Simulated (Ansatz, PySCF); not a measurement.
Process, species as SMILES: SS (H2S2) → [S]S + H atom (the H-S bond at the site shown breaks; other sites are not compared here)
Structures are relaxed separately at B3LYP-D3(BJ)/def2-TZVP in Ansatz (a quantum-chemistry and plane-wave program), one conformer each, not searched for the lowest.

Property: bond dissociation energy (enthalpy at 298 K, with B3LYP-D3(BJ) rigid-rotor harmonic-oscillator terms from PySCF), in kcal/mol. Cores are frozen in the correlated levels unless marked. UHF or UKS for open shells. No spin-orbit coupling. Non-relativistic. Basis-set limits of correlation are two-point, X^-3; Hartree-Fock from the larger set.

| level | program | bond dissociation energy (kcal/mol) | minus last row |
|---|---|---|---|
| HF/6-31G | Ansatz | 48.7 | -25.3 |
| revPBE-D3(BJ)/def2-TZVPD | Ansatz + dftd3 | 67.9 | -6.1 |
| BP86-D4/def2-TZVPD | PySCF + dftd4 | 71.4 | -2.6 |
| M06-L/def2-TZVPD | PySCF | 69.3 | -4.7 |
| TPSSh-D3(BJ)/def2-TZVPD | PySCF + dftd3 | 71.7 | -2.3 |
| HSE06-D4/def2-TZVPD | Ansatz + dftd4 | 69.9 | -4.1 |
| MP2/STO-3G | Ansatz | 79.5 | 5.5 |
| MP2/aug-cc-pV(D+d)Z | Ansatz | 69.9 | -4.1 |
| RI-MP2/def2-TZVPP | Ansatz | 72.4 | -1.6 |
| RI-MP2/def2-QZVPP | Ansatz | 73.4 | -0.6 |
| RI-MP2/CBS(def2-TZVPP,def2-QZVPP) | Ansatz | 74.2 | 0.2 |
| SCS-MP2/def2-SVPD | Ansatz | 72.6 | -1.4 |
| CCSD/STO-3G | Ansatz | 82.6 | 8.6 |
| CCSD/def2-SVPD | Ansatz | 71.8 | -2.2 |
| CCSD(T)/CBS(def2-TZVPPD,def2-QZVPPD) | Ansatz | 74.0 | 0.0 |
